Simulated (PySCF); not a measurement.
borazine (B₃H₆N₃), SMILES N1BNBNB1. Atoms are numbered in the order given.

```xyz
12

B      1.4488     0.0000     0.0000
N      0.7046     1.2204     0.0000
B     -0.7244     1.2547     0.0000
N     -1.4092     0.0000     0.0000
B     -0.7244    -1.2547     0.0000
N      0.7046    -1.2204     0.0000
H      2.6559     0.0000     0.0000
H      1.2111     2.0977     0.0000
H     -1.3280     2.3001     0.0000
H     -2.4222     0.0000     0.0000
H     -1.3280    -2.3001     0.0000
H      1.2111    -2.0977     0.0000
```

The structure is a stationary point at B3LYP-D3(BJ)/def2-SVP.

Computed with PBE/def2-TZVP run with PySCF.

Symmetry labels are those of the subgroup C2v that the program uses (full group D3h).

### Question
List the valence orbital energies around the gap with their symmetry. (The exact figures need the calculation; the answer reports its results.)

### Answer

```
orbital  symmetry  energy (eV)
-------  --------  -----------
HOMO−7         B1       -10.74
HOMO−6         B1       -10.73
HOMO−5         A1        -9.32
HOMO−4         B2        -9.04
HOMO−3         B1        -7.69
HOMO−2         A1        -7.69
HOMO−1         B2        -6.90
HOMO           A2        -6.90
LUMO           A2        -0.65
LUMO+1         B2        -0.65
LUMO+2         A1         0.15
LUMO+3         A1         0.79
```
